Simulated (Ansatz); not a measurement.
Input file for Ansatz (a program for electronic structure): U-PBE/cc-pVTZ on CH5GeN (SMILES [CH3][Ge][NH2]), a point of a bond scan (R = 1.768 Å).

Ansatz 0.2 input:
```yaml
crystal:
  periodic: [false, false, false]
  atoms:
    - {symbol: Ge, position_ang: [-0.21703830, -0.01007012, 0.44524688]}
    - {symbol: C, position_ang: [0.73026279, 1.39571344, -0.65095540]}
    - {symbol: H, position_ang: [0.39073173, 2.39683126, -0.38074917]}
    - {symbol: H, position_ang: [0.59421149, 1.25013447, -1.72469069]}
    - {symbol: H, position_ang: [1.80124161, 1.34067309, -0.42974829]}
    - {symbol: N, position_ang: [-0.03643845, -1.35482851, -0.78605328]}
    - {symbol: H, position_ang: [0.73196443, -1.19828940, -2.37054521]}
    - {symbol: H, position_ang: [-0.37011551, -2.29049868, -0.61312951]}
basis:
  gaussian:
    orbitals: cc-pVTZ
hamiltonian:
  xc: {name: PBE}
magnetization: {spin_polarized: true, initial_magnetization: 0}
```

The head of its log:

```
WARN ansatz: RAYON_NUM_THREADS=1 ignored (pool sized by the plan → 1); use --threads N
Functional definition: PBE
integrals: 0.08 GiB planned
996 factors; their error is unknown
mean field: 0.76 GiB planned
mean field evaluation 1: about -59092.1182 eV, gradient 7.0e1 eV
mean field evaluation 2: about -58993.3238 eV, gradient 1.2e2 eV
```

Task: What total energy does the run end on?

Result: -2172.3968 hartree.
